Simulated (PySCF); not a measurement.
# Ta²⁺ (tantalum, charge +2) across methods

[Xe] 4f14 5d2 6p1, one real determinant (an excited configuration). Computed with PySCF 2.14 in x2c-TZVPPall (11s7p7d3f1g, 97 functions), with scalar relativity by spin-free X2C-1e. The B2PLYP total includes its PT2 part (frozen core); its orbital energies are those of the SCF part.

```json
{"method": "B2PLYP", "E (hartree)": "-15602.86", "mean ε 4f β (eV)": "-53.152", "mean ε 5d α (eV)": "-25.227", "mean ε 6p α (eV)": "-15.710", "Σ⟨r²⟩ (bohr²)": "49.34", "⟨S²⟩": "3.752"}
{"method": "PW91", "E (hartree)": "-15605.72", "mean ε 4f β (eV)": "-44.820", "mean ε 5d α (eV)": "-22.467", "mean ε 6p α (eV)": "-14.898", "Σ⟨r²⟩ (bohr²)": "49.03", "⟨S²⟩": "3.751"}
{"method": "revPBE", "E (hartree)": "-15604.56", "mean ε 4f β (eV)": "-44.648", "mean ε 5d α (eV)": "-22.374", "mean ε 6p α (eV)": "-14.825", "Σ⟨r²⟩ (bohr²)": "49.06", "⟨S²⟩": "3.751"}
{"method": "UHF", "E (hartree)": "-15599.02453", "mean ε 4f β (eV)": "-60.562", "mean ε 5d α (eV)": "-27.742", "mean ε 6p α (eV)": "-16.565", "Σ⟨r²⟩ (bohr²)": "49.82", "⟨S²⟩": "3.754"}
{"method": "LDA", "E (hartree)": "-15594.01", "mean ε 4f β (eV)": "-45.094", "mean ε 5d α (eV)": "-22.426", "mean ε 6p α (eV)": "-14.926", "Σ⟨r²⟩ (bohr²)": "48.86", "⟨S²⟩": "3.750"}
{"method": "r2SCAN", "E (hartree)": "-15604.24", "mean ε 4f β (eV)": "-45.056", "mean ε 5d α (eV)": "-22.832", "mean ε 6p α (eV)": "-14.854", "Σ⟨r²⟩ (bohr²)": "48.89", "⟨S²⟩": "3.752"}
{"method": "PBE", "E (hartree)": "-15604.13", "mean ε 4f β (eV)": "-44.713", "mean ε 5d α (eV)": "-22.399", "mean ε 6p α (eV)": "-14.848", "Σ⟨r²⟩ (bohr²)": "49.04", "⟨S²⟩": "3.751"}
{"method": "PBE0", "E (hartree)": "-15603.91", "mean ε 4f β (eV)": "-48.909", "mean ε 5d α (eV)": "-23.906", "mean ε 6p α (eV)": "-15.375", "Σ⟨r²⟩ (bohr²)": "49.07", "⟨S²⟩": "3.751"}
```

⟨L²⟩ = 13.96 against 20 for a pure G term, so this real determinant mixes terms. Spin-orbit coupling, absent here, splits the open shell strongly.
